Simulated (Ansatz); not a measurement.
Coupled-cluster diagnostics for Sn₂O, Ansatz.

Geometry of the singlet (PBE-D4/def2-TZVP):

```xyz
3

Sn    1.863   -0.437   -0.523
Sn   -1.863    0.437    0.523
O     0.000    0.000    0.000
```

In the def2 sets Sn takes a core potential; there is no spin–orbit coupling. Correlated methods freeze 9 core orbitals; core or outer-core shells of Sn are correlated, in sets that lack core-valence functions. Another isomer (singlet) lies 1.22 eV lower at PBE0-D4/def2-TZVP; other spin states weren't run for this one.

Problem. Estimate the CCSD(T) correlation energy, the shares of MP2 and (T), T1 and the reference's ⟨S²⟩ for: charge 0, singlet, own geometry in def2-TZVPP; and the rough time on 2 threads of Arm Neoverse V2 on a shared host.

Solution. 
| state | basis | correlation (eV) | MP2 share (%) | (T) share (%) | T1 | ⟨S²⟩ (pure) | wall time | remarks |
| --- | --- | --- | --- | --- | --- | --- | --- | --- |
| charge 0, singlet, own geometry | def2-TZVPP | -24.185 | 98.1 | 5.2 | 0.021 | 0.00 (0.00) | 98 s | flagged by the program, large T1, restricted SCF unstable |
Customary marks for T1 are 0.02 (closed shells), 0.045 (open shells) and about 0.05 (3d metals). T1 exceeds 0.02 in 1 of 1 rows and 0.045 in 0; the higher it lies, the less the single-reference result can be trusted.
